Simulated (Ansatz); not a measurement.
BiMe2Cl (C2H6BiCl). Charge 0, multiplicity 3. Geometry B3LYP-D4/def2-SVP, that of the neutral singlet; atoms count from 1.

Cartesian coordinates in Å:
```
Bi -0.325 -1.314 -0.430
C 1.206 -0.491 1.061
H 0.691 -0.217 1.994
H 1.665 0.396 0.603
H 1.973 -1.251 1.262
C -1.447 0.681 -0.504
H -2.186 0.653 -1.317
H -0.711 1.474 -0.691
H -1.953 0.848 0.460
Cl 1.087 -0.779 -2.438
```

In the def2 sets Bi takes a core potential; there is no spin–orbit coupling. At PBE0-D4/def2-TZVP a singlet of charge 0 lies 3.81 eV below the triplet at the same geometry.

Q: Estimate the Mulliken populations from the PBE0/def2-TZVP orbitals of Ansatz.

A: 
```tsv
atom	charge (e)	spin (α − β)
Bi1	0.46	1.22
C2	-0.53	0.17
H3	0.16	0.01
H4	0.16	0.02
H5	0.16	-0.01
C6	-0.53	0.16
H7	0.16	-0.01
H8	0.16	0.02
H9	0.16	0.01
Cl10	-0.35	0.41
```
Mulliken values depend strongly on the basis.

Q: Where does the spin sit?

A: Summed by element: Bi 1.22, C 0.33, H 0.03, Cl 0.41, of 2 unpaired in all. Largest on single atoms: Bi1 1.22, Cl10 0.41, C2 0.17.

Q: And the Mayer bond orders between heavy atoms (over 0.3)?

A: Bi1–C2 0.83 (2.29 Å); Bi1–C6 0.83 (2.29 Å); Bi1–Cl10 0.74 (2.51 Å).
